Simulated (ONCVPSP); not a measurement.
Pseudopotential generation for bismuth (Bi): ONCV, PW91, scalar-relativistic.

- Element: bismuth
- Generator: ONCVPSP 4.0.1
- Type: optimised norm-conserving Vanderbilt (ONCV)
- Functional: PW91
- Relativity: scalar-relativistic
- Frozen core: [Kr] 4d10 4f14 5s2
- Valence charge: 21
- Reference configuration: 5p6 5d10 6s1 6p4
- Partial waves: 6s: rc 1.80 bohr, ncon 4, nbas 8, qcut 3.2 1/bohr, 2 projectors, debl 2.9 Ha; 5p+6p: rc 1.80 bohr, ncon 3, nbas 7, qcut 8.2 1/bohr, 3 projectors, debl 2.6 Ha; 5d: rc 1.25 bohr, ncon 4, nbas 8, qcut 8.8 1/bohr, local
- Local potential: the d channel
- Core correction: Teter function, fcfact 4, rcfact 1.4

All-electron outer shells of the reference configuration (PW91, scalar-relativistic, ld1.x):

```
shell  level (eV)  outermost node (bohr)  outermost maximum (bohr)
   5s     -159.63                   0.44                      0.77
   4f     -154.45                      –                      0.34
   5p      -97.65                   0.48                      0.86
   5d      -28.73                   0.51                      1.03
   6s      -15.58                   0.98                      1.86
   6p       -5.29                   1.14                      2.41
```

(1) Estimate the cutoffs (Ha) at which the residual kinetic energy of the hardest occupied pseudo-wave falls to 1 and 0.1 mHa per electron.

(2) Does the potential have ghost states?

(3) Tests: 5p6 5d10 6s2 6p3; 5p6 5d10 6s2 6p2; 5p6 5d10 6s2 6p1; 5p6 5d10 6s2 6p2.5. Which has the largest error in its energy relative to the reference configuration, and how large is it?

Results:

(1) 26 Ha and 43 Ha.

(2) Ghosts flagged at negative energy: s at -31.4 eV; no localised positive-energy state flagged. A true bound ghost makes a file unfit for plane-wave use.

(3) 5p6 5d10 6s2 6p1, with -32 meV (all-electron minus pseudo) on +13.19 eV.
